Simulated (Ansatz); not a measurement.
# Ligand exchange: GeH3Cl + AlF3 → GeH3F + AlClF2

Species: GeH3Cl (chlorogermane) `[Cl][GeH3]`, singlet; AlF3 `[F][Al]([F])[F]`, singlet; GeH3F (fluorogermane) `[F][GeH3]`, singlet; AlClF2 `[F][Al]([F])[Cl]`, singlet. The partners trade Cl for F: Ge–Cl and Al–F bonds give way to Ge–F and Al–Cl.

Shapes, held fixed at every level: PBE0-D4/def2-TZVP. Programs: Ansatz 0.2.0. Electronic energies: no zero-point or thermal term.

(1) Estimate ΔE of this reaction.

Results:

(1) The highest level, CCSD(T)/def2-TZVPP, gives ΔE = +38.2 kJ/mol; the levels span +26.6 to +40.6. The column of differences is taken from that level and isn't an error. No measured value is set beside it here. Relativity is left out for Ge unless named. Correlated rows may include outer-core shells of Ge, which these sets cover unevenly. Times are processor times on shared x86 and Arm servers, and rough.

```json
{"level": "HF/def2-SVP", "kind": "Hartree–Fock", "ΔE (kJ/mol)": "+26.6", "less CCSD(T)/def2-TZVPP": "-11.6", "CPU time (sum over the molecules)": "–"}
{"level": "B3LYP-D4/def2-TZVPP", "kind": "global hybrid", "ΔE (kJ/mol)": "+35.6", "less CCSD(T)/def2-TZVPP": "-2.6", "CPU time (sum over the molecules)": "17 s"}
{"level": "PBE0-D4/def2-TZVPP", "kind": "global hybrid", "ΔE (kJ/mol)": "+35.6", "less CCSD(T)/def2-TZVPP": "-2.6", "CPU time (sum over the molecules)": "14 s"}
{"level": "wB97X-V/def2-TZVPP", "kind": "range-separated hybrid", "ΔE (kJ/mol)": "+32.3", "less CCSD(T)/def2-TZVPP": "-5.9", "CPU time (sum over the molecules)": "31 s"}
{"level": "B2PLYP/def2-TZVPP", "kind": "double hybrid", "ΔE (kJ/mol)": "+36.6", "less CCSD(T)/def2-TZVPP": "-1.6", "CPU time (sum over the molecules)": "22 s"}
{"level": "MP2/def2-TZVPP", "kind": "perturbation theory", "ΔE (kJ/mol)": "+40.6", "less CCSD(T)/def2-TZVPP": "+2.4", "CPU time (sum over the molecules)": "–"}
{"level": "CCSD(T)/def2-TZVPP", "kind": "coupled cluster or CI", "ΔE (kJ/mol)": "+38.2", "less CCSD(T)/def2-TZVPP": "0.0", "CPU time (sum over the molecules)": "96 s"}
```
